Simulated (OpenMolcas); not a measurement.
Nb3+ among 4 point charges of -1 e arranged as a tetrahedron (Td), 1.89 Å from the ion.

```json
{
  "Program": "OpenMolcas 26.06",
  "Method": "CASSCF",
  "Basis": "ANO-RCC-VDZP [6s5p3d1f]",
  "Scalar Hamiltonian": "DKH2, point nucleus",
  "Active space": "2 electrons in 5 orbitals (4d)",
  "State averaging": "2S+1 = 3 even, 10 roots; 2S+1 = 1 even, 15 roots",
  "Spin-orbit coupling": "RASSI with atomic mean-field integrals over the reference wave functions"
}
```

Q: What is the spin-free ground state (labels of Td)?

A: 3A2, 1-fold in its orbital part, 100 % from free-ion F terms; it has the highest spin that d2 allows.

Q: Where is the first state of the same spin?

A: 3T2 at 4160 cm-1 above the ground state.

Q: What are the lowest two levels with spin-orbit coupling?

A: A 3-fold level T2, then a 2-fold level E 4025 cm-1 above it. Their leading multiplicities are 3 (100 %) and 3 (98 %).

Q: What is χT at 300 K, and how does it compare with the textbook value?

A: The lowest level has 2S+1 = 3, for which the spin-only value is χT = S(S+1) / 2 = 1.000 cm3 K/mol (g = 2). The computed 0.607 at 300 K differs by -0.393, through orbital momentum, spin-orbit coupling and any other state in reach.

Q: Which ligand-field parameters describe the states?

A: A least-squares ligand-field fit to the states below 45000 cm-1, each weighted by its degeneracy and with a free common offset, gives 10Dq = -4164 cm-1 (negative for this site), B = 725 cm-1 and C = 2927 cm-1 (C/B = 4.04), with an rms deviation of 143 cm-1. 

Without dynamic correlation the repulsion within the d shell is too large (B by tens of per cent), so at a given field states of lower spin stand too high. This is an electrostatic model: the charges have no orbitals. No measured value stands beside these numbers.
